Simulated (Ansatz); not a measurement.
An input meant for the cluster B₃N₃ (charge 0, triplet).

```yaml
crystal:
  periodic: [false, false, false]
  atoms:
    - {symbol: B, position_ang: [-0.387318, -0.563037, 0.038276]}
    - {symbol: B, position_ang: [-0.320112, 0.665457, 0.025803]}
    - {symbol: B, position_ang: [0.760786, -0.008581, -0.054927]}
    - {symbol: N, position_ang: [0.445345, -0.925801, -0.030768]}
    - {symbol: N, position_ang: [0.461875, 0.783320, -0.053253]}
    - {symbol: N, position_ang: [-1.058421, 0.011935, 0.076415]}
basis:
  gaussian: {orbitals: aug-cc-pVDZ}
magnetization: {spin_polarized: true, initial_magnetization: 2}
hamiltonian: {xc: {name: r2SCAN}, dispersion: rvv10}
```

```sh
$ ansatz run in.yaml --threads 4 --pin off --events-out ev --progress --plain --max-ram 3916MiB
```

It prints (some lines left out):

```
Functional definition: r2SCAN+rVV10
1245 factors; their error is unknown
mean field evaluation 1: about -6343.0228 eV, gradient 1.1e2 eV
mean field evaluation 2: about -6092.9568 eV, gradient 2.2e2 eV
mean field evaluation 4: about -6381.8865 eV, gradient 5.3e1 eV
mean field evaluation 8: about -6393.2703 eV, gradient 1.6e0 eV
mean field evaluation 16: about -6393.2176 eV, gradient 4.8e-2 eV
mean field evaluation 32: about -6390.9085 eV, gradient 1.8e1 eV
mean field evaluation 64: about -6392.9620 eV, gradient 5.8e0 eV
a density is far from that of the atoms, so the factors are made again for it
1437 factors; integrals over basis functions are off by at most 4.2e-5 eV
mean field -6393.21752241 eV, -234.9464104701 hartree, gradient 2.3e-5 eV, S^2 2.006141; 0 other end points of the search recorded, 0 dependent functions left out
reference -6393.21755289 eV, -234.9464115902 hartree; 19, 17 occupied and 119, 121 virtual orbitals, 1437 factors
Total energy: -6393.21755289 eV, -234.9464115902 hartree
```

In this input the geometry is squeezed to about two thirds of its size. The run converged. The result belongs to that input, not to the species as meant.
